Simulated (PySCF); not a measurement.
KNa⁺: energy against distance

Set-up: K pcseg-1, Na pcseg-1; no relativity (PySCF 2.14). Energies in eV from K⁺ + Na in their ground configurations at the same level. State: ²Σ⁺ (doublet), unpaired electrons σ ↑.

All columns are LDA. A positive dipole points towards Na; it is taken about the centre of mass and depends on that origin.

| R (Å) | E (eV) | μ (D) | Mulliken charge on K (basis-dependent) | HOMO (eV) | LUMO (eV) | Mayer bond order | ⟨S²⟩ |
| --- | --- | --- | --- | --- | --- | --- | --- |
| 3.527 | -0.572 | -0.12 | 0.57 | -7.47 | -6.60 | 0.49 | 0.75 |
| 3.691 | -0.609 | -0.12 | 0.58 | -7.36 | -6.50 | 0.49 | 0.75 |
| 3.855 | -0.629 | -0.15 | 0.59 | -7.26 | -6.40 | 0.49 | 0.75 |
| 3.978 | -0.634 | -0.18 | 0.60 | -7.19 | -6.34 | 0.48 | 0.75 |
| 4.101 | -0.632 | -0.22 | 0.60 | -7.11 | -6.27 | 0.48 | 0.75 |
| 4.224 | -0.625 | -0.27 | 0.61 | -7.04 | -6.21 | 0.48 | 0.75 |
| 4.388 | -0.610 | -0.34 | 0.62 | -6.95 | -6.14 | 0.47 | 0.75 |
| 4.593 | -0.584 | -0.46 | 0.63 | -6.84 | -6.05 | 0.47 | 0.75 |
| 4.839 | -0.547 | -0.61 | 0.64 | -6.71 | -5.96 | 0.46 | 0.75 |
| 5.167 | -0.493 | -0.83 | 0.65 | -6.56 | -5.87 | 0.45 | 0.75 |

A fit through these points gives, at Re = 4.007 Å, μ = -0.19 D and dμ/dR = -0.306 D/Å; the reduced mass is 14.46 u.

Question: How strong is the fundamental in the double-harmonic approximation, I = 42.26·(dμ/dR)²/μred km/mol?

Answer: I = 42.26·(-0.306)²/14.46 = 0.274 km/mol at LDA.

For an ion De counts to the pair picked by the measured ionisation energies or electron affinities, which need not be the lowest pair at this level. The state was picked by a PBE0 search and need not be the measured ground state.
